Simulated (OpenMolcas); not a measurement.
# N: effect of the active space

```yaml
Program: OpenMolcas
Method: SS-CASPT2 or its RAS form, IPEA 0.25 Eh, imaginary shift 0.1 Eh
Basis: ANO-RCC-VTZP
Scalar_Hamiltonian: DKH2, point nucleus
Spin-orbit_coupling: RASSI with atomic mean-field integrals over the reference wave functions, term energies averaged over their components
```

A. 3 electrons in 3 orbitals (2p); 2S+1 = 4 odd, 1 root; 2S+1 = 2 odd, 8 roots; closed shells correlated: 1s 2s; CASPT2 step roughly 0.5 core-seconds
B. 5 electrons in 4 orbitals (2s 2p); 2S+1 = 4 odd, 1 root; 2S+1 = 2 odd, 8 roots; 2S+1 = 4 even, 3 roots; closed shells correlated: 1s; CASPT2 step of the order of 0.8 core-seconds
C. 5 electrons in 8 orbitals (2s 2p 3s 3p); 2S+1 = 4 odd, 1 root; 2S+1 = 2 odd, 8 roots; 2S+1 = 4 even, 3 roots; 2S+1 = 2 even, 5 roots (0 in the spin-orbit step); closed shells correlated: 1s; CASPT2 step of the order of 2.7 core-seconds
D. 5 electrons in 9 orbitals (RAS2 2s 2p; RAS3 3d, at most 2 electrons); 2S+1 = 4 odd, 1 root; 2S+1 = 2 odd, 8 roots; 2S+1 = 4 even, 3 roots; 2S+1 = 2 even, 5 roots (0 in the spin-orbit step); closed shells correlated: 1s; CASPT2 step of the order of 5 core-seconds

Energies in eV above 2s² 2p³ ⁴S°_3/2, the measured ground level; measured values from NIST Handbook of Basic Atomic Spectroscopic Data.

```tsv
Level	A	B	C	D	Measured
2s² 2p³ ⁴S°_3/2	0.0000	0.0000	0.0000	0.0000	0.0000
2s² 2p³ ²D°_3/2	2.440	2.445	2.496	2.465	2.3846
2s² 2p³ ²D°_5/2	2.440	2.445	2.496	2.465	2.3835
2s² 2p³ ²P°_1/2	3.875	3.619	3.656	3.697	3.5756
2s² 2p³ ²P°_3/2	3.876	3.619	3.656	3.697	3.5756
```

Deviations, from unrounded energies. A percentage is the sum of absolute deviations over the sum of measured energies, with the sign that they share, or ± where signs differ.

| Against measurement | Levels | A | B | C | D |
| --- | --- | --- | --- | --- | --- |
| mean absolute deviation (cm-1) | 4 | 1400 | 420 | 770 | 820 |
| other terms of the ground configuration (%) | 4 | +6.0 | +1.7 | +3.2 | +3.4 |

B lies closest to measurement on these levels and A furthest from it. The largest miss of B in the table is 2s² 2p³ ²D°_5/2, by +490 cm-1. The ranking rests on the paired levels alone, and a cruder setting can come out closer through cancelling errors.

Among A to D the level of the table that moves most is 2s² 2p³ ²P°_3/2, by 2100 cm-1 (lowest in B, highest in A). Moves below CASPT2's spread within the term are not significant.

CASPT2 does not keep the components of a term degenerate, so their means are used; among the terms shown or strongly mixed into the levels shown the widest spread is 240 cm-1 (2s² 2p³ ²D°, A). With the s shell closed, the reference lacks s² → p² mixing (holds for A). Active for correlation alone: 3p 3s; no level in the range computed is led by a configuration that fills them, so any true level of that kind is missing (holds for C). Active for correlation alone: 3d; no level in the range computed is led by a configuration that fills it, so any true level of that kind is missing (holds for D). Computed and measured levels are paired by configuration, term and J; levels that our copy of the source lacks, or whose pairing is in doubt (as where it misses far off the trend of its configuration), stay unpaired and out of the deviations. Only configurations of the active space appear. The table leaves out levels that lie high or whose names do not pair safely across all columns.

° marks odd parity.
